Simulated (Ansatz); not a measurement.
Ansatz (a quantum-chemistry and plane-wave program) input (RPA@PBE/cc-pVQZ):

Ansatz 0.2 input:
```yaml
crystal:
  periodic: [false, false, false]
  atoms:
    - {symbol: C, position_ang: [1.86379514, 0.63476508, 0.92531787]}
    - {symbol: C, position_ang: [1.76780930, -0.07004097, -0.37843760]}
    - {symbol: C, position_ang: [0.55088169, -0.87214334, -0.71637952]}
    - {symbol: C, position_ang: [-0.60845711, 0.03071111, -1.07384077]}
    - {symbol: C, position_ang: [-1.64776399, 0.34935469, -0.30483097]}
    - {symbol: C, position_ang: [-1.94361331, -0.13998144, 1.07891106]}
    - {symbol: H, position_ang: [1.13254937, 1.45353308, 0.99920829]}
    - {symbol: H, position_ang: [1.64703485, -0.03998595, 1.76118560]}
    - {symbol: H, position_ang: [2.85259606, 1.06627641, 1.08401978]}
    - {symbol: H, position_ang: [2.44802558, 0.20173611, -1.17643086]}
    - {symbol: H, position_ang: [0.28237960, -1.51168523, 0.12897530]}
    - {symbol: H, position_ang: [0.76039194, -1.53163196, -1.56284443]}
    - {symbol: H, position_ang: [-0.53781518, 0.49714629, -2.05176916]}
    - {symbol: H, position_ang: [-2.37551930, 1.04541491, -0.71316042]}
    - {symbol: H, position_ang: [-1.20253383, -0.84920730, 1.44355764]}
    - {symbol: H, position_ang: [-1.97912569, 0.69602441, 1.78379042]}
    - {symbol: H, position_ang: [-2.92389366, -0.62361168, 1.11902755]}
basis:
  gaussian:
    orbitals: cc-pVQZ
hamiltonian:
  xc: pbe
magnetization: {spin_polarized: true, initial_magnetization: 1}
correlation: {method: rpa, electrons: outside_noble_gas}
```

End of the output:

```
integrals: 8.19 GiB planned
3806 factors; integrals over basis functions are off by at most 1.2e-3 eV
0.83 GiB of the device are held for the grids
10.27 GiB of device memory are held for the factors and their scratch space
mean field: 10.84 GiB planned
mean field evaluation 1: about -6371.6354 eV, gradient 6.7e1 eV
mean field evaluation 2: about -6371.6295 eV, gradient 6.7e1 eV
mean field evaluation 4: about -6392.3969 eV, gradient 1.2e1 eV
mean field evaluation 8: about -6393.1556 eV, gradient 2.4e-1 eV
mean field evaluation 16: about -6393.1555 eV, gradient 5.9e-4 eV
mean field -6393.15546414 eV, -234.9441298708 hartree, gradient 2.3e-6 eV, S^2 0.753637; 0 other end points of the search recorded, 0 dependent functions left out
6 core orbitals not correlated
reference -6356.12158868 eV, -233.5831600501 hartree; 18, 17 occupied and 636, 637 virtual orbitals, 3806 factors
Total energy: -6405.31458577 eV, -235.3909693491 hartree
```

It need not be the lowest isomer of its formula.
